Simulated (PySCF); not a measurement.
Compound: C5H7OS2 (doublet state).
Z-matrix (Å and degrees, GFN2-xTB geometry), rows numbered from 1:
```
C 
O   1  1.4082
C   2  1.3401  1  117.25
C   3  1.3868  2  124.29  1   179.54
C   4  1.3727  3  114.34  2   179.06
C   5  1.4610  4  114.40  3    -5.94
S   6  1.9068  5  111.05  4  -111.40
S   3  1.7487  2  123.52  1     0.04
H   1  1.0879  2  106.17  3  -178.94
H   1  1.0946  2  110.95  3   -59.47
H   1  1.0945  2  110.96  3    61.59
H   4  1.0750  3  121.29  2    -1.81
H   5  1.0733  4  125.13  3  -178.44
H   6  1.0876  5  117.14  4   133.00
H   7  1.3302  6   94.91  5    49.85
```

The hyperfine couplings belong to this conformer and change with its torsions.

The species is `COC1=C[CH][C@@H](S)S1` [radical].

Method: UKS B3LYP, pcH-1 on C H O S, non-relativistic, mean-field spin-orbit, GIAO in PySCF. One conformer (not necessarily the lowest) at the GFN2-xTB geometry, without solvent, vibrations or thermal averaging. Couplings are sensitive to structure, and on GFN2-xTB geometries they can be far from those on DFT ones. The SCF solution wasn't tested for stability.

Largest spin populations (Mulliken): C5 (+0.52), C3 (+0.42), C4 (-0.15) and S7 (+0.13). The positive populations add up to 1.24 and the negative ones to -0.24, together 2S = 1. The angles at C5 add up to 359.6°, so it is planar.

(1) McConnell's relation a(H) = Q·ρ ties the coupling of a proton on a planar π carbon to the spin population of that carbon. What Q do the computed values give?

Results:

(1) 
```tsv
H	C	ρ(C)	a(H) (G)	a/ρ (G)
H12	C4	-0.153	+2.09	-13.7
H13	C5	+0.520	-12.55	-24.1
```

A least-squares line through the origin gives Q = -23.3 G with Mulliken populations. In McConnell's picture π spin on carbon polarises the C–H bond and leaves opposite spin at the proton, which makes Q negative, as found here. Where ρ is negative the coupling is positive.

Couplings in gauss use g_iso = 2.0033.
